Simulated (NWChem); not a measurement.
System: BNH3 cation

Here is an NWChem input.

```
start job
memory heap 200 mb stack 900 mb global 1100 mb
charge 1
geometry units angstroms noautoz
  B      0.000000     0.000000    -0.775846
  N      0.000000     0.000000     0.544423
  H      0.000000     0.000000    -1.948635
  H      0.000000     0.856414     1.107920
  H      0.000000    -0.856414     1.107920
end
basis spherical
  * library def2-svpd
end
dft
  xc xtpss03 ctpss03
  iterations 150
  mulliken
end
task dft energy
```

Geometry: optimised at B3LYP/6-31G* (spherical d).

Q: Predict the main results of this run. (TPSS/def2-SVPD.) Quantities: basis functions; energy (Ha); highest occupied level (eV); orbital gap (eV).

A: 
- number of basis functions: 64
- energy (Ha): -81.07
- highest occupied level (eV): -15.57
- orbital gap (eV): 5.83
